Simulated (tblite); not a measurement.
Q: Give a GFN2-xTB geometry of `C#CC(=C=S)[SiH2]COC`.

A: 
```xyz
17
C6H8OSSi angstrom
C      3.5741    0.3055   -2.3210
C      2.6605    0.3148   -1.5413
C      1.5807    0.2976   -0.6423
C      1.3954    1.1662    0.3098
S      1.0662    2.1187    1.4944
Si     0.3055   -1.0993   -0.8862
C     -0.9944   -0.9275    0.4938
O     -1.5917    0.3311    0.2593
C     -2.5098    0.7132    1.2488
H      4.3772    0.3128   -2.9947
H      1.0111   -2.3825   -0.7700
H     -0.3272   -0.9323   -2.1949
H     -1.7511   -1.7231    0.4590
H     -0.5467   -0.9571    1.4974
H     -3.3446    0.0034    1.3111
H     -2.8853    1.6951    0.9672
H     -2.0269    0.7754    2.2325
```

Orientation and origin are arbitrary. Atoms count from 1 in this order. The 3 C–C bonds span 1.201 Å (C1≡C2, drawn triple) to 1.405 Å (C2–C3, drawn single), a spread of 0.204 Å. Si6 (SiH2 silicon) is tetrahedral (angles from 107.3° to 112.2°). Of the pairs four or more bonds apart, C4···O8 is among the closest relative to their van der Waals radii: 3.10 Å, 96 % of the sum of Bondi's values. O8 (ether oxygen) is bent (angle 113.7°).

Bonds between heavy atoms (Å): C1≡C2 1.201, C2–C3 1.405, C3=C4 1.302, C4=S5 1.555, C3–Si6 1.907, Si6–C7 1.904, C7–O8 1.413, O8–C9 1.403.

Structure optimised with GFN2-xTB, isolated species.

Point group: C1 (no symmetry element, even within 0.4 Å). Its GFN2-xTB frequencies are all real (lowest 22 cm⁻¹). The numbers are those of one conformer (C2–C3–Si6–C7 178°, C3–Si6–C7–O8 63°, Si6–C7–O8–C9 -175°). 3 starts were optimised and ended at 0.00, 0.00 and 0.94 kcal/mol (GFN2-xTB); the lowest of these is shown.

These are computed values.
